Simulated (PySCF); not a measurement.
**Does the structure fit the spectrum?**

A compound C10H10 gives the data below (simulated from a calculation) and was assigned the structure `CC#C[C@@H]1CC12C=CC=C2`.

13C{1H} NMR (computed): δ 148.8 (CH), 146.1 (C), 142.0 (CH), 138.7 (CH), 85.3 (C), 74.4 (CH), 38.7 (C), 22.5 (CH2), 15.0 (CH2, 2C).

1H NMR (400 MHz, computed): δ 6.80 (d, 1H), 6.25 (d, 1H), 5.86 (s, 1H), 3.23 (d, 2H), 1.84 (t, 1H), 1.46 (m, 2H), 1.44 (m, 2H).

[PySCF 2.14: coordinates at the PBE0-D3(BJ)/def2-SVP level; GIAO PBE0/pcSseg-1 shieldings; relativity neglected; isolated molecule; averaged over atoms made equivalent by symmetry, fast rotation or ring inversion; single conformer]

Scale: TMS for 1H (σ = 31.27 ppm) and 13C (σ = 184.41 ppm) (reference shieldings calculated alike).

**Question.** Compare with the shifts computed for the proposed structure, pairing carbons in order of shift.

**Answer.** Structure with atom numbers: `[CH3:1][C:2]#[C:3][C@@H:4]1[CH2:5][C:6]12[CH:7]=[CH:8][CH:9]=[CH:10]2` (H(Xn): hydrogen on atom n).

```tsv
atom	computed for proposal	given list	difference
C10	146.7	148.8	-2.1
C7	145.9	146.1	-0.2
C9	138.1	142.0	-3.9
C8	138.1	138.7	-0.6
C3	85.6	85.3	+0.3
C2	80.8	74.4	+6.4
C6	46.5	38.7	+7.8
C5	23.5	22.5	+1.0
C4	18.0	15.0	+3.0
C1	4.8	15.0	-10.2
```

The rms difference is 4.8 ppm and the largest -10.2 ppm at C1 (propargylic methyl carbon). The proposal also would give 10 carbon signals, not 9. The carbon types in order of shift don't match either: CH, CH, CH, CH, C, C, C, CH2, CH, CH3 for the proposal against CH, C, CH, CH, C, CH, C, CH2, CH2, CH2 in the data. The proposal doesn't fit.

**Question.** Which isomer fits?

**Answer.** `C#CCC1=CC2(C=C1)CC2`.

1. Carbon types of the structure: 3 × C, 4 × CH, 3 × CH2, which accounts for all hydrogens.
2. δC 148.8, 142.0, 138.7: alkene CH; as expected for a trigonal carbon in a double bond.
3. δC 146.1: fully substituted alkene carbon; the olefinic region.
4. δC 85.3: alkyne carbon; sp carbons lie upfield of alkene carbons because the cylindrical π system leaves one tensor component strongly shielded.
5. δC 74.4: terminal alkyne carbon; the triple bond shields along its axis, which puts it between sp3 and sp2 carbons.

This is the structure that produced the data.

Shifts are as computed. Against solution values, carbons near 30 ppm lie about +2 ppm off and those near 130 ppm about +5 ppm. Of 1211 compounds with measured shifts, 218 miss one by over three times the rms of a fit or turn the order of signals round; such compounds aren't used in these exercises. Multiplicities follow the n + 1 count of equivalent neighbours, as no J values were calculated; m marks all less simple cases, F and P coupling included.
